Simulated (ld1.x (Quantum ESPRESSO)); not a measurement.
## What one change does to a pseudopotential (Ne, TM)

- Element: Ne (Z = 10)
- Generator: ld1.x (Quantum ESPRESSO) 7.5
- Type: norm-conserving Troullier–Martins (Kleinman–Bylander form)
- Functional: LDA (PZ)
- Relativity: non-relativistic
- Frozen core: [He]
- Valence charge: 8
- Reference configuration: 2s2 2p5 (charge +1)
- Partial waves: 2s (bound): rc 0.60 bohr; 2p (bound): rc 0.90 bohr
- Local potential: all-electron potential smoothed inside 0.60 bohr (lloc = -1)
- Core correction: a·sin(br)/r model core inside 0.55 bohr

Change: wave 2s (bound): rc 0.60 bohr becomes 2s (bound): rc 0.80 bohr.

Cutoffs: the cutoffs (Ry, on a coarse ladder) from which the occupation-weighted sum of valence levels, in a spherical-Bessel basis at the reference potential, stays within 10 and 1 mRy of its value at 400 Ry; they do not see the model core or the augmentation charge, which bear on the density cutoff. Errors are all-electron minus pseudo energies relative to the spin-unpolarised reference configuration.

Task: How do hardness, ghosts and transferability respond?

Result: Of the 8 tests that both files solve, the error grows in 5 and shrinks in 0 by more than 15 % and 0.3 meV (median size 31.1 → 34.3 meV); neither file shows a bound ghost. More of the atom is replaced by a form fitted at one configuration, so other configurations suffer.

| quantity | base | changed |
| --- | --- | --- |
| cutoff, loose | 230 Ry | 180 Ry |
| cutoff, tight | over 300 Ry | 300 Ry |
| loose cutoff by channel (10 mRy a level) | s 120 Ry, p 140 Ry | s 90 Ry, p 140 Ry |
| bound ghosts | none | none |
| error for 2s2 2p6, meV [ΔE -22.67 eV] | +2.5 | +3.8 |
| error for 2s2 2p4, meV [ΔE 43.42 eV] | +15 | +19 |
| error for 2s2 2p3, meV [ΔE 110.95 eV] | +116 | +134 |
| error for 2s1 2p6, meV [ΔE 22.76 eV] | +28 | +34 |
| error for 2s2 2p2, meV [ΔE 205.63 eV] | +442 | +500 |
| error for 2s2 2p5.5, meV [ΔE -13.70 eV] | +1.1 | +1.5 |
| error for 2s2 2p5 (spin-polarised), meV [ΔE -0.47 eV] | +35 | +35 |
| error for 2s2 2p4 (spin-polarised), meV [ΔE 41.16 eV] | +195 | +198 |
| s: phases at 1.00 bohr within 0.05 rad from the reference energy up to (Ry; the scan ends near 5) | to the end of the scan | to the end of the scan |
| p: phases at 1.00 bohr within 0.05 rad from the reference energy up to (Ry; the scan ends near 5) | to the end of the scan | to the end of the scan |
